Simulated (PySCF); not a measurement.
Harmonic spectrum computed at PBE0 in the def2-TZVPD basis family (core potentials from Rb on, PySCF, no spin–orbit coupling):

```tsv
symmetry	ω (cm⁻¹)	IR (km/mol, summed over degenerate members)
t2u	1117	0.0
t1u	1173	1288
t2g	1226	0.0
eg	1613	0.0
t1u	1783	4549
a1g	2070	0.0
```

Task: Which molecule gave it? In each, all ligands are bound to the one heavy central atom.
A. PH₆⁻ (singlet)
B. SbH₆⁻ (singlet)
C. TaH₆⁻ (singlet)
D. NbH₆⁻ (singlet)
E. IH₆⁻ (singlet)

Result: A. It has Oh symmetry with P–H 1.500 Å (×6).
